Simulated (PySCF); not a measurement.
Protons, H atoms and electrons added to or taken from c1cc[nH]c1. All species are isolated molecules in the gas phase. Strings in code marks are SMILES.

Level of theory: TPSSh-D3(BJ)/def2-TZVP // CAM-B3LYP-D3(BJ)/def2-TZVP in PySCF. All candidates: neutral, multiplicity 2. 

| Quantity | Result |
|---|---|
| dipole moment | 1.77 D |
| highest occupied spin orbital | -5.49 eV |

### Question
Name which member has these values.
A) `[c]1ccc[nH]1`
B) `C1=C[N]C=C1`
C) `[c]1cc[nH]c1`

### Answer
A, `[c]1ccc[nH]1`. The others give `C1=C[N]C=C1`: 2.02 D, -6.51 eV; `[c]1cc[nH]c1`: 2.57 D, -5.62 eV
